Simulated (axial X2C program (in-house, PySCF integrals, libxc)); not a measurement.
## Ionising YH

Calculated with an in-house relativistic program for diatomic molecules, spin-free (one-electron X2C) or two-component (2c: spin–orbit coupling with atomic mean-field Coulomb and Gaunt terms, which also bring small scalar terms), in Dyall basis sets with cores contracted in-house; open shells are unrestricted.

Basis sets: H dyall-v3z, Y dyall-cv3z. Frozen shells (counts by l): YH Y 3s2p1d, H none, 12 electrons correlated; YH⁺ Y 3s2p1d, H none, 11 electrons correlated. Coupled cluster in natural virtuals with an MP2 remainder. Where the outer core of a metal is frozen, bonds come out longer and ionisation energies lower.

```csv
Hamiltonian,level,YH state,Re (Å),ωe (cm⁻¹),De (eV)
spin-free,HF,"M_S = 0, Λ = 0",1.954,1510.5,2.18
spin-free,PBE0,"M_S = 0, Λ = 0",1.907,1546.2,2.82
spin-free,MP2,"M_S = 0, Λ = 0",1.917,1533.4,2.84
2c,HF,Ω = 0,1.954,1510.7,n/a
2c,PBE0,Ω = 0,1.907,1546.5,n/a
2c,MP2,Ω = 0,1.916,1533.8,n/a
2c,CCSD,Ω = 0,1.935,1496.6,n/a
2c,CCSD(T),Ω = 0,1.935,1490.2,n/a
```

Adiabatic ionisation energy (minimum to minimum, no zero-point term) and constants of YH⁺:

```csv
Hamiltonian,level,YH⁺ state,IE (eV),Re (Å),ωe (cm⁻¹),De (eV),fragments
spin-free,HF,"M_S = 1/2, Λ = 0",5.35,1.882,1706.5,n/a,Y+ + H
spin-free,PBE0,"M_S = 1/2, Λ = 0",6.16,1.860,1687.0,n/a,Y+ + H
spin-free,MP2,"M_S = 1/2, Λ = 0",6.26,1.854,1717.7,n/a,Y+ + H
2c,HF,Ω = 1/2,5.35,1.882,1706.4,n/a,Y+ + H
2c,PBE0,Ω = 1/2,6.16,1.860,1686.9,n/a,Y+ + H
2c,MP2,Ω = 1/2,6.26,1.854,1717.8,n/a,Y+ + H
2c,CCSD,Ω = 1/2,6.34,1.869,1665.9,n/a,Y+ + H
2c,CCSD(T),Ω = 1/2,6.42,1.870,1656.1,n/a,Y+ + H
```

**Question.** Add the zero-point terms to the ionisation energy at CCSD(T), 2c, and say whether the electron removed was bonding.

**Answer.** IE0 = IE + (ωe⁺ − ωe)/2 = 6.42 + (0.010) = 6.43 eV. Re changes by -0.065 Å, so the bond shortens, as on loss of an antibonding or a polarising non-bonding electron.

Each entry is the lowest single determinant of a limited PBE0 search at one distance. De goes to single-determinant-based atoms at the same level (for ions the charge split of lowest energy) and is withheld (n/a) where an atom does not fit its ground term or J level. Main or longest-lived isotopes. One determinant is a doubtful description, or other states lie close, for YH, YH⁺; these need not be ground states, and all values refer to the states named. The functionals have no current term, which raises determinants with orbital currents.
